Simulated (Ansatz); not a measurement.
Isolated molecules relaxed with PBE0-D4/def2-TZVP in Ansatz; ΔE leaves out vibrations. CCSD(T)/CBS is the MP2 limit (def2-TZVPP, def2-QZVPP) plus CCSD(T) − MP2 in def2-TZVPP, frozen cores. This one scheme is used for every species. DFT in def2-TZVPP. B3LYP here is the variant with VWN-RPA as its local correlation; programs differ in this. For Ge outer-core shells are correlated without core-valence functions, which leaves a few kJ/mol of doubt a bond. Scalar relativity is left out up to krypton. Each species was taken in one conformer, which may not be the lowest.

Reaction (formal exchange of groups at a C–Ge bond): `N[C](=O)[GeH2][Cl]` + CH₄ → `CC(N)=O` + `[Cl][GeH3]`

`N[C](=O)[GeH2][Cl]`:

Cartesian coordinates in Å:
```
N -1.250 0.190 -0.910
C -0.237 0.812 -0.285
O -0.028 2.006 -0.310
Ge 1.018 -0.328 0.766
Cl 0.355 -2.392 0.597
H -1.905 0.732 -1.452
H -1.360 -0.808 -0.844
H 2.433 -0.256 0.186
H 0.974 0.043 2.251
```

CH₄:

```xyz
5

C     0.000    0.000    0.000
H    -1.029   -0.327    0.145
H     0.359    0.484    0.908
H     0.044    0.706   -0.829
H     0.627   -0.863   -0.224
```

`CC(N)=O`:

Cartesian coordinates in Å:
```
C 0.054 1.003 0.451
C 0.063 -0.076 -0.603
N -0.112 -1.343 -0.149
O 0.210 0.174 -1.780
H -0.806 1.651 0.273
H 0.007 0.623 1.473
H 0.951 1.611 0.332
H -0.239 -1.552 0.823
H -0.127 -2.092 -0.820
```

`[Cl][GeH3]`:

```xyz
5

Cl   -0.271   -1.565    1.207
Ge    0.022    0.126   -0.097
H     1.057    1.037    0.571
H    -1.335    0.822   -0.244
H     0.527   -0.420   -1.436
```

| level | ΔE (kJ/mol) |
| --- | --- |
| PBE-D4 | 25.5 |
| B3LYP-D4 | 21.5 |
| B2PLYP | 17.2 |
| PBE | 22.0 |
| B3LYP | 15.9 |
| MP2/def2-TZVPP | 19.7 |
| SCS-MP2/def2-TZVPP | 15.9 |
| MP2/def2-QZVPP | 19.4 |

(1) What does CCSD(T)/CBS give? (An estimate is asked.)

Largest T1 diagnostic among the species: 0.014.

## Answers

(1) Ansatz gave: +16.5 kJ/mol. The listed levels differ from it by 9.0, 5.0, 0.7, 5.5, -0.6, 3.2, -0.6, 2.9 kJ/mol.

From PBE to PBE0 (25 % exact exchange), in def2-TZVPP and without D4, ΔE moves by −9.3 kJ/mol. In def2-TZVPP, CCSD(T) changes the Hartree–Fock value by +22.8 kJ/mol (the triples alone add +4.7 kJ/mol) and MP2 by +26.3 kJ/mol.
